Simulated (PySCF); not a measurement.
Stepwise substitution at one centre (Ga CH3-SH). All species are isolated molecules in the gas phase. One relaxed conformer stands for each flexible species; it need not be the lowest. Strings in code marks are SMILES.

Method: PySCF with B3LYP-D3(BJ)/def2-TZVP. B3LYP has the VWN-RPA correlation part, as in Gaussian. Delta-SCF ions had no search for a lower state. 

```tsv
species	LUMO (eV)	vertical ionisation energy (Delta-SCF) (eV)
0 of 3 CH3 replaced by SH	-0.83	9.37
1 of 3 CH3 replaced by SH	[?]	9.42
2 of 3 CH3 replaced by SH (`[Ga]([SH])([SH])[CH3]` (S–Ga–S–H torsion -180°, S–Ga–S–H torsion 180°))	-0.99	9.17
3 of 3 CH3 replaced by SH (`[SH][Ga]([SH])[SH]`)	-1.36	[?]
```

### Question
Complete the blanks.

### Answer

- 1 of 3 CH3 replaced by SH, LUMO (eV): -0.92
- 3 of 3 CH3 replaced by SH (`[SH][Ga]([SH])[SH]`), vertical ionisation energy (Delta-SCF) (eV): 9.43
